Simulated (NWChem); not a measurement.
Molecule: CH4GeS, singlet; SMILES [CH3][Ge][SH]

```xyz
7

Ge    -0.4678    -0.4871     0.2370
C      1.3724    -1.2905     0.0194
H      1.7696    -1.4831     1.0259
H      2.0864    -0.6645    -0.5227
H      1.2829    -2.2610    -0.4825
S      0.1943     1.6367    -0.1887
H     -1.0108     2.2240    -0.0154
```
Atoms are numbered in this order, from 1.

Level: B3LYP/6-31G* (spherical d) (NWChem), optimised geometry, unscaled harmonic frequencies. Low-valent species are run as closed-shell singlets; no triplet was tried in these runs.

```csv
frequency (cm⁻¹),IR intensity (km/mol)
32,0.1
180,2.3
372,41.8
400,11.9
523,30.8
687,1.4
697,5.2
806,19.2
1282,6.6
1477,8.9
1487,9.6
2671,10.1
3033,4.7
3104,12.8
3146,5.8
```

The zero-point energy comes out as 28.4 kcal/mol, the thermal correction to the enthalpy at 298.15 K (with zero-point energy) is 32.5 kcal/mol and the heat capacity Cv is 16.7 cal/(mol K). The entropy at 298.15 K and 1 atm (symmetry number 1) comes out as 77.5 cal/(mol K) and the dipole moment comes out as 1.04 D.

Rigid rotor and harmonic oscillator; modes under 100 cm⁻¹ make the entropy uncertain.
